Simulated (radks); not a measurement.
Problem. Species: neutral zirconium. Configuration: [Kr] 4d2 5s2 (the NIST ground configuration). All-electron calculation, Dirac Kohn-Sham, PBE, spin-unpolarised, spherical densities, finite nucleus; open shells fill j = l - 1/2 first; Fermi nuclear charge, rms radius 4.2694 fm. Program: a radial shooting solver on a logarithmic mesh with Libxc functionals. Some entries of the table are withheld. Estimate them.

| orbital | occ. | eigenvalue (hartree) | <r^2> (bohr^2) | <1/r> (bohr^-1) |
|---|---|---|---|---|
| 1s1/2 | 2 | -654.7511 | 0.001853 | 41.26 |
| 2s1/2 | 2 | -90.70318 | 0.03111 | 9.341 |
| 2p1/2 | 2 | (1) | 0.02360 | 9.315 |
| 2p3/2 | 4 | (2) | 0.02499 | 8.912 |
| 3s1/2 | 2 | (3) | 0.2409 | 3.160 |
| 3p1/2 | 2 | -12.00635 | 0.2415 | 3.055 |
| 3p3/2 | 4 | -11.50407 | 0.2525 | 2.959 |
| 3d3/2 | 4 | -6.46811 | 0.2456 | 2.755 |
| 3d5/2 | 6 | -6.37636 | 0.2493 | 2.730 |
| 4s1/2 | 2 | -1.99964 | 1.670 | 1.119 |
| 4p1/2 | 2 | -1.23469 | 2.088 | (4) |
| 4p3/2 | 4 | -1.16956 | 2.186 | (5) |
| 5s1/2 | 2 | -0.16263 | 15.92 | 0.3425 |
| 4d3/2 | 2 | -0.13380 | 6.561 | 0.6003 |
| 4d5/2 | 0 | -0.12909 | 6.739 | 0.5930 |

Solution. 
(1) 2p1/2 eigenvalue (hartree): -83.02884
(2) 2p3/2 eigenvalue (hartree): -79.87364
(3) 3s1/2 eigenvalue (hartree): -14.86333
(4) 4p1/2 <1/r> (bohr^-1): 0.9957
(5) 4p3/2 <1/r> (bohr^-1): 0.9691
